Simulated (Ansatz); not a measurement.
Saddle point of SnH6Se, closed shell (H₂Se + SnH₄ → SnH₄Se ([SeH][SnH3]) + H₂; bonds formed: Sn1–Se7, H2–H6; bonds broken: Sn1–H2, H6–Se7), PBE0-D4/def2-TZVP structure:

Sn1  (-0.927, 0.155, -0.249)
H2  (0.177, -1.475, 0.022)
H3  (-0.558, 1.559, -1.141)
H4  (-1.740, 0.323, 1.229)
H5  (-1.813, -0.863, -1.325)
H6  (0.837, -0.942, 0.486)
Se7  (1.675, 0.568, 1.141)
H8  (2.349, 0.673, -0.161)
(Å)

Energies are electronic, without zero-point energy. Barriers and step energies count from the start structure reached by relaxing down the imaginary mode; all methods use the PBE0-D4 structures, on which another method's saddle can fall below an end. Computed with Ansatz 0.2.0 (basis: def2-TZVPP, with def2-QZVPP for the basis limit); correlated methods freeze the cores. Filled d shells of the heavier atoms are correlated. Core potentials replace the inner electrons of the atoms past krypton. The def2 sets are not built for correlating such inner shells, so the correlated values are less sure here. B3LYP uses VWN-RPA correlation. Extrapolation: Hartree–Fock as exp(−7.88 √X), correlation as X^−2.97.

```tsv
method	barrier (eV)	step energy (eV)
SPW92	1.195	-0.443
PBE-D4	?	-0.561
BLYP-D4	1.476	-0.561
r2SCAN-D4	1.491	-0.562
B97M-V	1.682	-0.387
PBE0-D4	1.559	-0.542
B3LYP-D4	1.645	-0.539
r2SCAN0-D4	1.645	-0.549
BHLYP-D4	1.876	-0.524
CAM-B3LYP-D4	1.846	-0.458
wB97X-V	1.886	-0.489
wB97M-V	1.833	-0.500
B2PLYP	1.773	-0.534
PBE-QIDH	?	-0.545
RPA on PBE	1.896	-0.423
HF	?	-0.447
MP2	1.831	-0.584
CCSD	2.008	-0.442
CCSD(T)	1.888	-0.472
```

(1) Fill in the withheld barriers. (To be estimated.)

No T1 diagnostic of these runs exceeds 0.014.

Answers

(1) Computed: PBE-D4 1.348; HF 2.392; PBE-QIDH 1.757 eV. Each is the energy of the saddle less that of the start structure, by the same method.

For comparison, the barrier by CCSD(T) at an estimated basis limit (MP2 extrapolated from triple and quadruple zeta, plus CCSD(T) − MP2 in triple zeta) is 1.720 eV.

Labels in which every atom is bracketed show which atoms are joined, not bond orders.

For scale, one of the runs: CCSD(T)/def2-TZVPP, 182 basis functions, launched by `ansatz run in.yaml --threads 4 --pin off --events-out ev --progress --plain --max-ram 9574MiB`. Hardware: 4 CPU threads of an AMD EPYC 7R43, shared host. Wall time 42 s; peak host memory 2 GiB.
